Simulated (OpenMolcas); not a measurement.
Mo4+ in a ligand field

Mo4+ with 6 ligands (oxide, chloride on the axis) in tetragonal octahedral coordination (D4h) at 2.03 Å, the axial distance 2.410 Å. A charge of +1 e stands 2.4 Å behind each ligand. Ligand basis ANO-RCC-VDZP.

```yaml
Program: OpenMolcas
Method: "SS-CASPT2, IPEA 0.25 Eh, imaginary shift 0.1 Eh (closed shells correlated: 4s 4p and the ligand valence shells)"
Basis: ANO-RCC-VTZP [7s6p4d2f1g]
Scalar_Hamiltonian: DKH2, point nucleus
Active_space: 2 electrons in 5 orbitals (4d)
State_averaging: 2S+1 = 3 even, 10 roots; 2S+1 = 1 even, 15 roots
Spin-orbit_coupling: state interaction with AMFI integrals over the reference wave functions
```

The lowest spin-free states (labels of D4, the rotations of D4h), above the lowest:

```
   State  Degeneracy  E (cm-1)
2S+1 = 3           1         0
      3E           2      2910
2S+1 = 1           1      4740
2S+1 = 1           1      4890
      1E           2      7060
      3E           2      7650
2S+1 = 1           1      8420
2S+1 = 3           1     10170
2S+1 = 1           1     11410
2S+1 = 1           1     14100
      1E           2     14880
2S+1 = 1           1     29790
      3E           2     33490
2S+1 = 3           1     35060
2S+1 = 1           1     36860
      1E           2     36880
2S+1 = 3           1     46080
2S+1 = 1           1     47100
2S+1 = 1           1     74290
```

The lowest levels with spin-orbit coupling:

```csv
E (cm-1),Degeneracy,2S+1,g
0,1,3,
180,2,3,0.00 0.00 3.83
2850,1,3 (86 %),
3180,1,3,
3310,1,3,
3360,2,3,0.00 0.00 0.44
3400,1,3,
4850,1,1 (87 %),
5470,1,1 (86 %),
7330,2,1 (83 %),0.00 0.00 1.13
7850,1,3,
7960,1,3 (82 %),
8120,2,3 (86 %),0.00 0.00 0.36
8210,1,3 (86 %),
8250,1,3,
9030,1,1 (83 %),
10610,2,3,0.00 0.00 3.71
10670,1,3,
11960,1,1,
14530,1,1,
```

Powder χT (cm3 K/mol): 0.00684 at 2 K, 0.0342 at 10 K, 0.174 at 50 K, 0.34 at 100 K, 0.506 at 200 K, 0.578 at 300 K. The effective moment at 300 K is 2.828 √(χT) = 2.15 μB.

The lowest level has 2S+1 = 3, for which the spin-only value is χT = S(S+1) / 2 = 1.000 cm3 K/mol (g = 2). The computed 0.578 at 300 K differs by -0.422, through orbital momentum, spin-orbit coupling and any other state in reach.

Over all roots computed the reference weight is 0.60 to 0.62; a low but even weight reflects the number of correlated electrons. The least metal-like active orbital is 69 % on the metal (Löwdin) and no ligand orbital is active, so the numbers are rough. The oxide ions are held by bare point charges, a crude embedding. Ligand-to-metal charge-transfer states are missing. With no ligand orbital active B as a rule stays too high, so bands that hang on it stand too high and its fall with covalency is understated. With one d shell and no ligand orbital active, 10Dq can be off by a tenth or more. No measured value stands beside these numbers; the geometry is a model, was not optimised and need not be the one that this ion takes.

The CASPT2 steps took 100 s on 1 thread of Arm Neoverse V1, with other jobs on the host; the integral step is not counted.

With an even number of electrons the g values are those of a degenerate or nearly degenerate non-Kramers pair.
